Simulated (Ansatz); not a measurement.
Abridged output of a molecular run in Ansatz:

```
Functional definition: HF
1612 factors; integrals over basis functions are off by at most 1.1e-3 eV
mean field evaluation 1: about -66177.7533 eV, gradient 2.8e1 eV
mean field evaluation 2: about -66177.8900 eV, gradient 2.8e1 eV
mean field evaluation 4: about -66180.6494 eV, gradient 3.7e0 eV
mean field evaluation 8: about -66180.7068 eV, gradient 2.7e-1 eV
mean field -66180.70731439 eV, -2432.0961349091 hartree, gradient 2.7e-6 eV, S^2 0.000000; 0 other end points of the search recorded, 0 dependent functions left out
16 core orbitals not correlated: weight in the atoms' cores, before any rotation towards them, 1.000 or more for the frozen orbitals, at most 0.000 for the correlated occupied ones
reference -66180.70731439 eV, -2432.0961349091 hartree; 17, 17 occupied and 245, 245 virtual orbitals, 1612 factors
second order -18.34040621 eV of doubles, -0.00000000 eV of singles
cycle   1  -19.24396879 eV  change   -9.0e-1 eV  update   1.0e-1
cycle   2  -19.88932900 eV  change   -6.5e-1 eV  update   3.2e-2
cycle   3  -19.96496119 eV  change   -7.6e-2 eV  update   1.5e-2
cycle   4  -19.95788660 eV  change    7.1e-3 eV  update   4.5e-3
cycle   5  -19.95692835 eV  change    9.6e-4 eV  update   2.2e-3
cycle   6  -19.95606688 eV  change    8.6e-4 eV  update   8.3e-4
cycle   7  -19.95602852 eV  change    3.8e-5 eV  update   3.7e-4
cycle   8  -19.95614605 eV  change   -1.2e-4 eV  update   1.3e-4
cycle   9  -19.95616129 eV  change   -1.5e-5 eV  update   4.6e-5
cycle  10  -19.95614383 eV  change    1.7e-5 eV  update   2.1e-5
perturbative correction -0.71772436 eV, -0.0263758837 hartree
Total energy: -66201.38118258 eV, -2432.8558855519 hartree
```

Its atoms:

Cartesian coordinates in Å:
```
B -1.031 -1.851 -0.274
Ge 0.449 -0.447 -0.221
C 1.144 -0.020 1.567
Si -0.586 1.522 -1.117
H -1.743 -2.026 0.670
H -1.263 -2.456 -1.278
H 1.625 -0.770 -1.169
H 1.835 0.822 1.519
H 0.320 0.238 2.234
H 1.671 -0.880 1.981
H 0.387 2.649 -1.107
H -1.760 1.916 -0.291
H -1.047 1.303 -2.514
```

(1) Which basis set was used?
A. cc-pV(D+d)Z
B. def2-QZVPP
C. def2-TZVPP
D. cc-pV(Q+d)Z

(2) Write the keys of the input that set method, charge and spin (a neutral closed shell needs none for the last two).

Answers

(1) C. It gives 278 functions.

(2) 
```yaml
correlation: {method: ccsd_t}
```
